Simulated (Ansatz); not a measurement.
A search over several starts for the lowest SCF solution of As3 at the given spin, in a small basis.

```yaml
crystal:
  periodic: [false, false, false]
  atoms:
    - {symbol: As, position_ang: [1.443182, 0.252367, 0.274592]}
    - {symbol: As, position_ang: [-0.868987, 0.440482, -1.128097]}
    - {symbol: As, position_ang: [-0.574196, -0.692850, 0.853505]}
basis:
  gaussian: {orbitals: def2-SVP}
magnetization: {spin_polarized: true, initial_magnetization: 1}
hamiltonian: {xc: pbe0, dispersion: d4}
output: {orbitals: {seedname: orbitals}}
```

```sh
$ ansatz run in.yaml --threads 4 --pin off --events-out ev --progress --plain --max-ram 3916MiB
```

Output, abridged:

```
Functional definition: PBE0
943 factors; integrals over basis functions are off by at most 6.1e-4 eV
mean field evaluation 1: about -182479.4727 eV, gradient 7.4e0 eV
mean field evaluation 2: about -182479.5887 eV, gradient 5.2e0 eV
mean field evaluation 4: about -182479.6917 eV, gradient 7.8e-1 eV
mean field evaluation 8: about -182479.7198 eV, gradient 1.7e-1 eV
mean field evaluation 16: about -182479.7201 eV, gradient 7.4e-5 eV
mean field -182479.72009750 eV, -6706.0060243865 hartree, gradient 7.4e-5 eV, S^2 0.844625; 2 other end points of the search recorded, 0 dependent functions left out
reference -182479.72011526 eV, -6706.0060250392 hartree; 50, 49 occupied and 46, 47 virtual orbitals, 943 factors
Total energy: -182479.83917571 eV, -6706.0104004299 hartree
```

Run time 2 s (4 threads of Arm Neoverse V2 on a shared host).

The structure comes from a short search, and lower isomers may exist.
